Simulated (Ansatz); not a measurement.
Program: Ansatz. Geometries: PBE0-D4/def2-TZVP. ΔE: electronic, gas phase. CBS: MP2 limit from def2 TZ/QZ plus the TZ coupled-cluster correction, frozen cores. This one scheme is used for every species. Functionals use def2-TZVPP. For Ge outer-core shells are correlated without core-valence functions, which leaves a few kJ/mol of doubt a bond. Scalar relativity is left out up to krypton.

Reaction (germylene formation by 1,1-elimination): `[CH3][GeH]([F])[F]` → `CF` + `[F][GeH]`

| level | ΔE (eV) |
| --- | --- |
| revPBE-D4 | 2.69 |
| r2SCAN-D4 | 3.08 |
| r2SCANh-D4 | 3.11 |
| SCS-MP2/def2-TZVPP | 3.11 |

Task: What does CCSD(T)/CBS give? (An estimate is asked.)

Result: The calculation gave: +2.99 eV. The listed levels differ from it by -0.30, 0.09, 0.12, 0.12 eV.

Largest T1 diagnostic among the species: 0.014.

At CCSD(T), def2-SVP lies −0.10 eV from the extrapolated value and def2-TZVPP +0.08 eV. In def2-TZVPP, CCSD(T) changes the Hartree–Fock value by +0.28 eV (the triples alone add +0.03 eV) and MP2 by +0.51 eV.
